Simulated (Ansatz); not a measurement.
```yaml
crystal:
  periodic: [false, false, false]
  atoms:
    - {symbol: C, position_ang: [-0.411871, 0.982074, -0.924872]}
    - {symbol: N, position_ang: [-0.914078, -0.111449, -0.160774]}
    - {symbol: Ge, position_ang: [0.325197, -1.031443, 0.882020]}
    - {symbol: H, position_ang: [-1.134611, 1.293136, -1.686321]}
    - {symbol: H, position_ang: [0.562796, 0.800838, -1.402948]}
    - {symbol: H, position_ang: [-0.260451, 1.847615, -0.256902]}
    - {symbol: H, position_ang: [1.747020, -0.943182, 0.283277]}
    - {symbol: H, position_ang: [-0.137416, -2.491213, 0.966212]}
    - {symbol: H, position_ang: [0.311915, -0.392774, 2.283309]}
basis:
  gaussian: {orbitals: cc-pVDZ, fitting: {mean_field: cc-pVTZ-jkfit}}
magnetization: {spin_polarized: true, initial_magnetization: 1}
hamiltonian: {xc: {name: M06-2X}, dispersion: d3bjatm}
output: {forces: true}
```

```sh
$ ansatz run in.yaml --threads 4 --pin off --events-out ev --progress --plain --max-ram 10444MiB
```

Shortened log:

```
Error: YAML parse error: error: line 16 column 19: hamiltonian.xc: no functional is named "M06-2X"; the names, which are not case-sensitive, are SVWN5, SPW92, PBE, PBE0, PBEsol, revPBE, revPBE0, RPBE, rPW86-PBE, HSE06, wPBEh, LC-wPBE, HISS, HF, BLYP, B3LYP, B3LYP5, BHLYP, CAM-B3LYP, r2SCAN, r2SCANh, r2SCAN0, r2SCAN50, m-r2SCAN, B97, wB97, wB97X, wB97X-V, B97M-V, wB97M-V, B2PLYP, B2GP-PLYP, PBE0-DH, PBE-QIDH
14 |   gaussian: {orbitals: cc-pVDZ, fitting: {mean_field: cc-pVTZ-jkfit}}
15 | magnetization: {spin_polarized: true, initial_magnetization: 1}
16 | hamiltonian: {xc: {name: M06-2X}, dispersion: d3bjatm}
17 | output: {forces: true}
```

Something in this input is off. What?

The method's name isn't one that the program takes here. The input was rejected before any iteration.

HSE06 is defined as in plane-wave codes.
